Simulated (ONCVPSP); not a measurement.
Pseudopotential generation for H (Z = 1): ONCV, PBE, scalar-relativistic.

| Property | Result |
| --- | --- |
| Element | hydrogen (H) |
| Generator | ONCVPSP 4.0.1 |
| Type | optimised norm-conserving Vanderbilt (ONCV) |
| Functional | PBE |
| Relativity | scalar-relativistic |
| Frozen core | none |
| Valence charge | 1 |
| Reference configuration | 1s1 |
| Partial waves | 1s: rc 1.35 bohr, ncon 5, nbas 10, qcut 4.2 1/bohr, 2 projectors, debl 2.8 Ha; p scattering state at 0.34 Ha: rc 1.30 bohr, ncon 3, nbas 6, qcut 7.5 1/bohr, 2 projectors, debl 3.7 Ha |
| Local potential | polynomial inside 1.10 bohr (lpopt 2, dvloc0 0 Ha) |
| Core correction | none |

All-electron outer shells of the reference configuration (PBE, scalar-relativistic, ld1.x):

```csv
shell,level (eV),outermost node (bohr),outermost maximum (bohr)
1s,-6.49,–,1.03
```

Calculated quality:

```
Cutoffs needed : 15 Ha and 136 Ha (the cutoffs (Ha) at which the residual kinetic energy of the hardest occupied pseudo-wave falls to 1 and 0.1 mHa per electron)
Ghost test     : no bound ghost flagged; no localised positive-energy state flagged
```

Generation and tests took about 1.1 s on one core of a shared server CPU.
